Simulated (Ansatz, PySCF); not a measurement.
Process, species as SMILES: C[C]=O -> [CH]1CO1
Geometries: B3LYP-D3(BJ)/def2-TZVP minima from Ansatz (a program for electronic structure).

Property: isomerisation energy (0 K, with B3LYP-D3(BJ) harmonic zero-point energies from PySCF), in kcal/mol. Valence correlation only, unless marked. Open shells are spin-unrestricted. Spin-orbit coupling is left out. No relativistic terms. CBS marks a two-point X^-3 extrapolation of the correlation energy; Hartree-Fock from the larger set. [CCSD(T)-MP2]/basis is that difference in the basis named.

```json
[
 {"level": "revPBE-D4/def2-TZVPD", "program": "Ansatz + dftd4", "isomerisation energy (kcal/mol)": "40.0"},
 {"level": "M06-2X/def2-TZVPD", "program": "PySCF", "isomerisation energy (kcal/mol)": "38.9"}
]
```

Predict the RI-MP2/CBS(cc-pVTZ,cc-pVQZ)+[CCSD(T)-MP2]/cc-pVTZ result (Ansatz).

42.2 kcal/mol
